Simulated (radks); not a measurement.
Results of a calculation; reference values are marked as such.
Polarisability of the niobium ion Nb+, [Kr] 4d4, at imaginary frequency. Code: a radial shooting solver on a logarithmic mesh with Libxc functionals. Model: non-relativistic Kohn-Sham, exchange-only LDA, spin-polarised, spherical densities, point nucleus; open shells are filled with parallel spins first (spin-orbit coupling, left out, can overturn this in heavy ions); relativity is left out, which matters for an element this heavy. Response by self-consistent Sternheimer equations with the Hartree and adiabatic exchange-only LDA kernel.

w (hartree),alpha1(iw) (bohr^3)
0.00266,29.79
0.0143,29.63
0.0360,28.82
0.0697,26.62
0.118,22.83
0.186,18.37
0.280,14.23
0.413,10.70
0.605,7.719
0.892,5.251
1.35,3.268
2.12,1.771
3.59,0.7890
6.94,0.2759
17.5,0.06561

Static values: alpha1 = 29.79 bohr^3 (4.415 angstrom^3; uncoupled 41.96). C6 = 194.6, triple-dipole C9 = 3723 atomic units. One-pole (London) frequency 4 C6 / (3 alpha1^2) = 0.292 hartree, against 0.353 for minus the highest occupied eigenvalue. The dipole shielding factor is 0.976, as the force sum rule N/Z = 0.976 demands.
